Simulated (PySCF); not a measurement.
C₂H₁₀ClNSi₂, SMILES C[Si@H](Cl)[C@H](N)[SiH3].

The structure is a stationary point at PBE-D3(BJ)/def2-SVP. The structure was generated by enumeration; whether it is a known compound was not checked. Other conformers were not sampled.

Method: PBE-D3(BJ)/def2-SVP run with PySCF.

Frequencies are harmonic and unscaled.

Computed normal modes with their intensities:
| mode | ν (cm⁻¹) | IR (km/mol) | moving atoms (share of kinetic energy) |
|---|---|---|---|
| 1 | 45 | 0.2 | H 23 %, Si 23 %, Cl 22 %, N 19 %, C 13 % |
| 2 | 108 | 1.3 | Cl 40 %, Si 26 %, H 19 %, N 11 % |
| 3 | 120 | 0.7 | H 31 %, C 30 %, Si 24 %, N 12 % |
| 4 | 150 | 0.3 | H 91 % |
| 5 | 154 | 0.9 | H 78 %, N 12 % |
| 6 | 181 | 2.9 | C 34 %, H 27 %, Cl 23 %, Si 10 % |
| 7 | 211 | 11.8 | H 35 %, N 33 %, Si 24 % |
| 8 | 277 | 11.9 | H 43 %, Si 30 %, N 14 %, C 11 % |
| 9 | 302 | 24.8 | H 69 %, C 12 %, N 10 %, Si 8 % |
| 10 | 354 | 12.7 | H 35 %, Si 27 %, C 22 %, N 12 % |
| 11 | 467 | 23.1 | Si 33 %, Cl 25 %, C 21 %, H 19 % |
| 12 | 516 | 9.8 | Si 40 %, H 32 %, Cl 20 % |
| 13 | 589 | 8.8 | H 74 %, Si 15 % |
| 14 | 638 | 17.8 | H 68 %, C 23 % |
| 15 | 658 | 13.4 | H 63 %, C 24 %, Si 11 % |
| 16 | 707 | 10.7 | H 79 %, C 17 % |
| 17 | 729 | 85.9 | Si 36 %, H 34 %, C 27 % |
| 18 | 786 | 33.4 | H 57 %, C 34 %, Si 8 % |
| 19 | 814 | 333.5 | H 66 %, C 13 %, Si 12 %, N 9 % |
| 20 | 859 | 149.3 | H 75 %, C 14 % |
| 21 | 861 | 76.7 | H 70 %, N 11 %, C 10 %, Si 9 % |
| 22 | 893 | 94.9 | H 84 %, Si 11 % |
| 23 | 909 | 39.7 | H 97 % |
| 24 | 913 | 40.3 | H 97 % |
| 25 | 1007 | 13.7 | H 73 %, C 19 % |
| 26 | 1058 | 12.7 | C 46 %, H 30 %, N 23 % |
| 27 | 1095 | 11.5 | H 79 %, C 18 % |
| 28 | 1216 | 26.0 | H 78 %, C 21 % |
| 29 | 1300 | 1.9 | H 79 %, C 12 %, N 9 % |
| 30 | 1374 | 3.5 | H 96 % |
| 31 | 1379 | 4.3 | H 96 % |
| 32 | 1580 | 16.7 | H 93 % |
| 33 | 2143 | 153.9 | H 97 % |
| 34 | 2150 | 75.2 | H 97 % |
| 35 | 2174 | 78.7 | H 97 % |
| 36 | 2182 | 90.6 | H 96 % |
| 37 | 2959 | 5.0 | H 93 % |
| 38 | 2976 | 1.2 | H 97 % |
| 39 | 3076 | 1.5 | H 91 %, C 9 % |
| 40 | 3089 | 1.0 | H 91 %, C 9 % |
| 41 | 3380 | 1.1 | H 96 % |
| 42 | 3462 | 3.7 | H 92 %, N 8 % |
